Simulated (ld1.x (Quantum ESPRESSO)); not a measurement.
**Which change was made? (Pd, PAW)**

ld1.x (Quantum ESPRESSO) 7.5 input, shortened:

```
&input
   title='Pd', zed=46., rel=1, dft='PBE', iswitch=3,
   config='[Kr] 4d9.75 5s0 5p0'
 /
 &inputp
   pseudotype=3, lpaw=.true., tm=.true., lloc=-1, rcloc=1.25,
   nlcc=.true., new_core_ps=.true.,
   which_augfun='BESSEL', rmatch_augfun=1.10
 /
6
4S  1  0   2.00   0.00  1.25  1.65  0.0
5S  2  0   0.00   0.00  1.25  1.65  0.0
4P  2  1   6.00   0.00  1.40  1.55  0.0
5P  3  1   0.00   0.00  1.40  1.55  0.0
4D  3  2   9.75   0.00  1.35  1.60  0.0
4D  3  2   0.00   0.35  1.35  1.60  0.0
 &test
   configts(1)='4s2 4p6 4d9.75 5s0 5p0'
 /
```

Cutoffs, loose and tight: the cutoffs (Ry, on a coarse ladder) from which the occupation-weighted sum of valence levels, in a spherical-Bessel basis at the reference potential, stays within 10 and 1 mRy of its value at 400 Ry. They do not see the model core or the augmentation charge, which bear on the density cutoff. Test errors are all-electron minus pseudo excitation energies from the reference, over the configurations 4s2 4p6 4d10 5s0 5p0; 4s2 4p6 4d9 5s0 5p0; 4s2 4p6 4d8 5s0 5p0; 4s2 4p5 4d10 5s0 5p0; 4s2 4p6 4d9 5s0 5p1; 4s2 4p6 4d9 5s1 5p0; 4s2 4p6 4d8 5s1 5p0; variants that change the core or the reference have their own tests.

The base gives: outcome: generated, overlap not positive; bound ghosts: not determined (overlap not positive); largest test error (meV): -32.

(1) After one change the result is: outcome: generated; cutoff, loose: 45 Ry; cutoff, tight: 70 Ry; bound ghosts: none; largest test error (meV): -37. Which change was it?
A. waves 4p (bound): rcut 0.98, rcutus 1.04 bohr; 5p (bound): rcut 0.98, rcutus 1.04 bohr
B. waves 4p (bound): rcut 1.40, rcutus 2.16 bohr; 5p (bound): rcut 1.40, rcutus 2.16 bohr
C. waves 4p (bound): rcut 1.40, rcutus 1.92 bohr; 5p (bound): rcut 1.40, rcutus 1.92 bohr

## Answers

(1) B. The others give: waves 4p (bound): rcut 0.98, rcutus 1.04 bohr; 5p (bound): rcut 0.98, rcutus 1.04 bohr → outcome: generated; cutoff, loose: 70 Ry; cutoff, tight: 160 Ry; bound ghosts: none; largest test error (meV): -33 | waves 4p (bound): rcut 1.40, rcutus 1.92 bohr; 5p (bound): rcut 1.40, rcutus 1.92 bohr → outcome: generated, overlap not positive; bound ghosts: not determined (overlap not positive); largest test error (meV): +24. A file whose overlap is not positive is unfit for use, and its test errors describe a broken file.
